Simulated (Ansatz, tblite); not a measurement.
Cost and result up the ladder for Mg₃Zn⁺ (the lowest doublet isomer of a short search) (4 atoms). Charge 1, multiplicity 2. Geometry: PBE/def2-TZVP.

```xyz
4

Mg    1.536    0.504   -0.390
Mg   -0.915    2.435   -0.017
Mg    0.756   -2.481    0.212
Zn   -1.377   -0.459    0.195
```

Ansatz on 4 threads of Arm Neoverse V1 on a shared host; xTB runs through tblite on one thread. Times are rough, summed over both states, and most runs start from the orbitals of an earlier one. RPA@PBE/def2-TZVP serves as the yardstick here, not as an exact answer. Differences are given only for rows in sets of like size (and for xTB, whose basis is part of the method), since another set adds its own error. The other state is a quartet at its own geometry, which has other bonds, so the gap mixes isomer and spin.

The 6-31G sets use Cartesian d functions. The xTB rows come from tblite. LC-ωPBE has ω = 0.4 bohr⁻¹. B3LYP takes the VWN-RPA correlation. HSE06 is defined as in plane-wave codes, on full-range PBE exchange. Correlated methods freeze 12 core orbitals; core or outer-core shells of Mg are correlated, in sets that lack core-valence functions. The structure comes from a short search, and lower isomers may exist.

Run but left out: HF/def2-TZVP, MP2/def2-TZVP (doublet: ⟨S²⟩ 1.06, where a pure state has 0.75).

Correlated methods converge slowly with the basis.

xTB has no spin-polarisation term.

| level | functions | quartet − doublet (eV) | difference from RPA@PBE/def2-TZVP (eV) | remarks |
| --- | --- | --- | --- | --- |
| GFN2-xTB | 31 | 5.15 | 3.65 | – |
| RPA@PBE/def2-TZVP | 144 | 1.50 | 0.00 | – |
| GFN1-xTB | 16 | 3.42 | 1.92 | – |
| HF/6-31G | 68 | 1.15 | – | spin-contaminated (⟨S²⟩ 0.98) (doublet), spin-contaminated (⟨S²⟩ 3.96) (quartet) |
| PBE/def2-TZVP (with forces) | 144 | 1.46 | -0.03 | – |
| HSE06/def2-TZVP | 144 | 1.43 | -0.07 | – |
| LC-ωPBE/def2-TZVP | 144 | 1.29 | -0.21 | spin-contaminated (⟨S²⟩ 0.89) (doublet), spin-contaminated (⟨S²⟩ 3.89) (quartet) |
| PBE0/def2-TZVP | 144 | 1.43 | -0.07 | – |
| r2SCAN/def2-TZVP | 144 | 1.12 | -0.38 | – |
| CCSD(T)/def2-TZVP | 144 | 1.47 | -0.03 | spin-contaminated (⟨S²⟩ 1.06) (doublet), spin-contaminated (⟨S²⟩ 4.01) (quartet) |
| B2PLYP/def2-TZVP | 144 | 1.59 | 0.09 | spin-contaminated (⟨S²⟩ 0.83) (doublet) |
| B3LYP/6-31G | 68 | 1.59 | – | – |
| PBE-QIDH/def2-TZVP | 144 | 1.38 | -0.12 | spin-contaminated (⟨S²⟩ 0.88) (doublet), spin-contaminated (⟨S²⟩ 3.88) (quartet) |

Problem. Estimate how long each takes.

Solution. GFN1-xTB 0.004 s; GFN2-xTB 0.009 s; HF/6-31G 1.3 s; B3LYP/6-31G 5.1 s; PBE/def2-TZVP (with forces) 6.2 s; HSE06/def2-TZVP 9 s; RPA@PBE/def2-TZVP 9.7 s; PBE0/def2-TZVP 9.9 s; B2PLYP/def2-TZVP 13 s; PBE-QIDH/def2-TZVP 15 s; LC-ωPBE/def2-TZVP 15 s; r2SCAN/def2-TZVP 19 s; CCSD(T)/def2-TZVP 6.2 min. On shared hardware such times vary by a factor of up to 3.
